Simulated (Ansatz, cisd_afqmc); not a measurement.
System: CH$_{3}$S, charge 1, singlet. CH3S+ (SMILES C=[SH+]).
B3LYP-D3(BJ)/def2-TZVP minimum from Ansatz (a program for electronic structure):
```
C
H 1 1.0849
H 1 1.0866 2 119.09
S 1 1.6164 2 123.40 3 -180.00
H 4 1.3569 1 98.82 2 0.00
```
Charge +1, spin multiplicity 1.

Total energies in cc-pV(D+d)Z, 12 correlated electrons, 6 frozen orbitals. Radicals and triplets start from unrestricted determinants; spin-orbit coupling is neglected. Correlated methods leave the cores frozen. No relativity. The Monte Carlo rows (phaseless AFQMC, CISD trial, step 0.005/hartree) carry one-sigma bars that omit the constraint's bias. Outlying blocks are dropped, and bars are widened where a walk drifts. Over all cases where full CI ran beside it in this data, AFQMC minus full CI had a median of +0.1 mEh and passed +0.4 mEh in a tenth of the cases.

| method | program | energy (Eh) | minus CCSDTQ (mEh) |
|---|---|---|---|
| HF | Ansatz | -436.84117 | 306.69 |
| MP2 | Ansatz | -437.10146 | 46.40 |
| CCSD | Ansatz | -437.13513 | 12.73 |
| CCSD(T) | Ansatz | -437.14624 | 1.61 |
| CCSDT(Q) | Ansatz | -437.14790 | -0.05 |
| CCSDTQ | Ansatz | -437.14786 | 0.00 |
| AFQMC/CISD | cisd_afqmc | -437.1482 ± 0.0004 | -0.3 ± 0.4 |

Rough core times of Ansatz's runs on a shared machine: CCSD(T) under 20 s, CCSDT(Q) under 20 s, CCSDTQ 20 min.
